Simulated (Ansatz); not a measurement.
`FB(F)S` + `[NH2][Al]([Cl])[Cl]` → `NB(F)S` + `[F][Al]([Cl])[Cl]`  (redistribution)

Gas-phase electronic energies from Ansatz, PBE0-D4/def2-TZVP geometries. CCSD(T)/CBS adds triple-zeta CCSD(T) − MP2 to the extrapolated MP2 energy (def2 sets, frozen cores). This one scheme is used for every species. Functionals use def2-TZVPP. B3LYP here is the variant with VWN-RPA as its local correlation; programs differ in this. One conformer a species, not always the lowest.

`FB(F)S`:

```xyz
5

F     0.830   -0.196   -1.582
B     0.389    0.061   -0.367
F     1.141    0.797    0.429
S    -1.207   -0.598    0.145
H    -1.153   -0.065    1.375
```

`[NH2][Al]([Cl])[Cl]`:

Z-matrix (Å, degrees):
```
N
Al 1 1.747
H 1 1.006 2 124.4
H 1 1.006 2 124.4 3 -180.0
Cl 2 2.082 1 120.1 3 -0.0
Cl 2 2.082 1 120.1 3 -180.0
```

`NB(F)S`:

Z-matrix (Å, degrees):
```
N
B 1 1.394
H 1 1.003 2 123.7
H 1 1.005 2 121.5 3 180.0
F 2 1.338 1 119.1 3 -180.0
S 2 1.825 1 121.3 3 0.0
H 6 1.341 2 94.7 1 180.0
```

`[F][Al]([Cl])[Cl]`:

Cartesian coordinates in Å:
```
F -0.195 1.717 -0.075
Al -0.011 0.096 -0.004
Cl -1.308 -1.018 1.153
Cl 1.514 -0.795 -1.073
```

(1) Is it downhill or uphill in electronic energy at CCSD(T)/CBS, and by how much? (Estimate.)

(2) What do these levels give: PBE0-D4, ωB97X-V, ωB97M-V, B2PLYP, PBE, PBE0, B3LYP, HF/def2-TZVPP, MP2/def2-TZVPP, MP2/def2-QZVPP, SCS-MP2/def2-QZVPP, MP2/CBS(def2)? (Best estimate.)

Largest T1 diagnostic among the species: 0.013.

Results:

(1) Ansatz gave: Downhill: ΔE = -49.8 kJ/mol.

(2) The calculation gave: PBE0-D4 -47.1, ωB97X-V -46.8, ωB97M-V -46.3, B2PLYP -47.8, PBE -47.1, PBE0 -47.3, B3LYP -48.0, HF/def2-TZVPP -44.2, MP2/def2-TZVPP -48.0, MP2/def2-QZVPP -51.2, SCS-MP2/def2-QZVPP -50.3, MP2/CBS(def2) -52.5 kJ/mol.
